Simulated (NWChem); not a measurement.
# BI3, triplet; SMILES of the neutral closed-shell parent IB(I)I

```xyz
4

B      0.0000     0.0000    -0.6522
I      1.0683    -1.8261     0.0205
I     -2.1156    -0.0121     0.0205
I      1.0473     1.8382     0.0205
```
Atoms are numbered in this order, from 1.

Program: NWChem. Spin-unrestricted. In the optimisation the excess spin sits in a (C3, its own frame). Coordinates come from a PBE-D3(BJ)/def2-SVP, spin-unrestricted optimisation. Not confirmed as a minimum by frequencies. The spin multiplicity was typed, not searched, and may not be the lowest. No stability test was run on the SCF state. def2 effective core potentials on I; no spin-orbit coupling.

Question: Predict the results for LC-BLYP (range parameter 0.33 per bohr)/def2-SVP. Quantities: highest occupied level (eV); lowest empty minus highest occupied level, either spin (eV); dipole (D); <S²>.

Answer: The highest occupied level (eV) is -7.30 and the lowest empty minus highest occupied level, either spin (eV) is 2.55. The dipole (D) comes out as 0.92 and the <S²> comes out as 2.01.
